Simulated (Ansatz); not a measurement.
Start from `[CH3][Y]([CH3])[Cl]` and change one atom or group to get `[CH3][Y]([CH3])[NH2]`.

Ansatz, PBE0-D4/def2-TZVP geometries, multiplicity 1. Each molecule was computed in one conformer, which needn't be the lowest.

Elements past krypton have def2 core potentials.

| property | `[CH3][Y]([CH3])[Cl]` |
| --- | --- |
| HOMO–LUMO gap (B3LYP/def2-TZVPP) / eV | 4.10 |
| HOMO energy (ωB97M-V/def2-TZVPP) / eV | -9.03 |
| HOMO–LUMO gap (ωB97M-V/def2-TZVPP) / eV | 8.06 |
| LUMO energy (B3LYP/def2-TZVPP) / eV | -2.45 |
| HOMO energy (B3LYP/def2-TZVPP) / eV | -6.54 |
| HOMO–LUMO gap (PBE/def2-TZVPP) / eV | 2.70 |

(1) What does the change do to each property? (Best estimate.)

## Answers

(1) The calculation gave: 
```tsv
property	`[CH3][Y]([CH3])[NH2]`	shift
HOMO–LUMO gap (B3LYP/def2-TZVPP) / eV	4.10	0.00
HOMO energy (ωB97M-V/def2-TZVPP) / eV	-8.48	0.55
HOMO–LUMO gap (ωB97M-V/def2-TZVPP) / eV	8.08	0.02
LUMO energy (B3LYP/def2-TZVPP) / eV	-1.88	0.57
HOMO energy (B3LYP/def2-TZVPP) / eV	-5.98	0.56
HOMO–LUMO gap (PBE/def2-TZVPP) / eV	2.70	0.00
```

B3LYP here is the variant with VWN-RPA as its local correlation; programs differ in this.
